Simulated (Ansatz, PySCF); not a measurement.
The PySCF input:
```python
from pyscf import gto, scf, dft

mol = gto.M(
    atom='''
C    -0.00000000   -0.00000000   -0.60033760
N     0.00000000    0.00000000    0.53266898
H    -0.00000000   -0.00000000   -1.67489223
H     0.00000000    0.00000000    1.54823496
''',
    basis='def2-tzvp',
    charge=1,
    verbose=4,
)

mf = dft.RKS(mol)
mf.xc = 'blyp'
mf.grids.atom_grid = (99, 590)
mf.grids.prune = None
mf.kernel()
```

**Question.** Convert this to an input for Ansatz (an electronic-structure program).

**Answer.** This is not unique; one that fits is 
Ansatz 0.2 input:
```yaml
crystal:
  periodic: [false, false, false]
  atoms:
    - {symbol: C, position_ang: [-0.00000000, -0.00000000, -0.60033760]}
    - {symbol: N, position_ang: [0.00000000, 0.00000000, 0.53266898]}
    - {symbol: H, position_ang: [-0.00000000, -0.00000000, -1.67489223]}
    - {symbol: H, position_ang: [0.00000000, 0.00000000, 1.54823496]}
basis:
  gaussian:
    orbitals: def2-TZVP
hamiltonian:
  xc: blyp
total_charge: 1
accuracy: high
```

Both were run: PySCF gave -93.721295 Eh and Ansatz -93.721295 Eh, 0.000 mEh apart.
